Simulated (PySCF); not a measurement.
C4H11NSi.
Z-matrix (Å and degrees, PBE0-D3(BJ)/def2-SVP geometry), rows numbered from 1:
```
C 
N   1  1.4402
C   2  1.4481  1  114.54
C   3  1.5486  2  109.82  1   177.51
C   4  1.5499  3  101.62  2   -82.52
Si  5  1.8944  4   86.14  3   -24.60
H   1  1.1027  2  109.83  3   -63.10
H   1  1.1117  2  114.35  3    57.05
H   1  1.1006  2  110.18  3   178.95
H   2  1.0193  1  110.34  3  -124.74
H   3  1.1104  2  114.14  1   -52.67
H   4  1.1022  3  109.20  2   160.99
H   4  1.1061  3  113.43  2    41.88
H   5  1.0985  4  116.25  3  -147.62
H   5  1.0995  4  111.33  3    86.45
H   6  1.4961  3  119.08  2   -29.63
H   6  1.4978  3  114.23  2  -160.53
```

Level: PBE0/pcSseg-1 and wB97X-D/def2-SVPD in PySCF, non-relativistic, on one gas-phase PBE0-D3(BJ)/def2-SVP geometry that isn't relaxed in the solvent. The solvent is an IEF-PCM continuum (Bondi radii, 1.10 Å for H, scaled by 1.2). Only the electrostatic response of the medium enters.

Gas phase at PBE0/pcSseg-1: HOMO -6.27 eV, LUMO 0.63 eV, dipole 1.09 D.

**Question.** What does the continuum do to the energy, the frontier levels and the dipole at PBE0/pcSseg-1 in chloroform and dimethylsulfoxide?

**Answer.** 
| solvent | ε | E(solvent) − E(gas) (kcal/mol) | polarisation term (kcal/mol) | distortion of the solute (kcal/mol) | HOMO (eV) | LUMO (eV) | dipole (D) |
| --- | --- | --- | --- | --- | --- | --- | --- |
| chloroform | 4.711 | -1.66 | -1.78 | 0.12 | -6.23 | 0.67 | 1.36 |
| dimethylsulfoxide | 46.83 | -2.42 | -2.70 | 0.28 | -6.24 | 0.67 | 1.50 |

Polarisation term: ½ Σ q·V over the induced surface charges. Distortion: the rise of the solute's own energy as its density leaves the gas-phase optimum. From chloroform to dimethylsulfoxide the lowering changes by a factor 1.46, Onsager's factor (ε − 1)/(2ε + 1) by 1.36 and ε itself by 9.9.

**Question.** Which radius a makes the point-dipole formula ΔE = −[(ε − 1)/(2ε + 1)]·μ²/a³ give the value in dimethylsulfoxide, with the gas-phase dipole?

**Answer.** μ = 0.428 au and |ΔE| = 0.00385 Eh give a = 1.51 Å; the farthest nucleus lies 3.19 Å from the centroid of the nuclei, so such a sphere wouldn't even hold the nuclei. The formula assumes a rigid point dipole at the centre of a sphere.

**Question.** Which Hirshfeld charges (PBE0/pcSseg-1) respond most in chloroform (means over atoms taken as equivalent)?

**Answer.** 
```
   atoms                  environment  gas (e)  solvent (e)  change
     H10                 N–H hydrogen   +0.106       +0.112  +0.006
      N2     secondary amine nitrogen   -0.156       -0.161  -0.005
     Si6                 SiH2 silicon   +0.325       +0.322  -0.003
     H13           methylene hydrogen   +0.034       +0.037  +0.003
     H12           methylene hydrogen   +0.042       +0.044  +0.002
     H11             methine hydrogen   +0.017       +0.019  +0.002
     H17                Si–H hydrogen   -0.085       -0.087  -0.002
     H16                Si–H hydrogen   -0.077       -0.079  -0.002
      C5  sp3 carbon bound to silicon   -0.165       -0.167  -0.002
     H15           methylene hydrogen   +0.037       +0.035  -0.002
      C1              N-methyl carbon   -0.072       -0.074  -0.002
H7/H8/H9              methyl hydrogen   +0.035       +0.036  +0.001
```

**Question.** How do the nuclear quadrupole coupling constants eQVzz/h respond in chloroform?

**Answer.** 
| nucleus | Q (barn) | gas (MHz) | solvent (MHz) | η gas | η solvent |
| --- | --- | --- | --- | --- | --- |
| 14N at N2 | 0.02044 | -5.98 | -5.88 | 0.08 | 0.10 |

Gas phase at wB97X-D/def2-SVPD: HOMO -8.19 eV, LUMO 2.10 eV, dipole 1.10 D.

**Question.** What does the continuum do to the energy, the frontier levels and the dipole at wB97X-D/def2-SVPD in chloroform?

**Answer.** 
| solvent | ε | E(solvent) − E(gas) (kcal/mol) | polarisation term (kcal/mol) | distortion of the solute (kcal/mol) | HOMO (eV) | LUMO (eV) | dipole (D) |
| --- | --- | --- | --- | --- | --- | --- | --- |
| chloroform | 4.711 | -1.67 | -1.84 | 0.17 | -8.15 | 2.14 | 1.43 |

**Question.** How does the static polarisability (wB97X-D/def2-SVPD, frozen core, with the continuum's full static response) change?

**Answer.** 
| medium | isotropic (au) | principal values (au) | ⟨r²⟩ of the electrons (bohr²) |
| --- | --- | --- | --- |
| gas | 82.9 | 73.9, 86.0, 88.9 | 790.3 |
| chloroform | 103.9 | 94.8, 107.3, 109.7 | 789.9 |

The isotropic value in chloroform is 1.25 times the gas-phase one; no cavity-field correction is applied. ⟨r²⟩ is taken about the centre of nuclear charge.

Note: wB97X-D ran without an empirical dispersion term, which enters the total energy and its gradient alone.
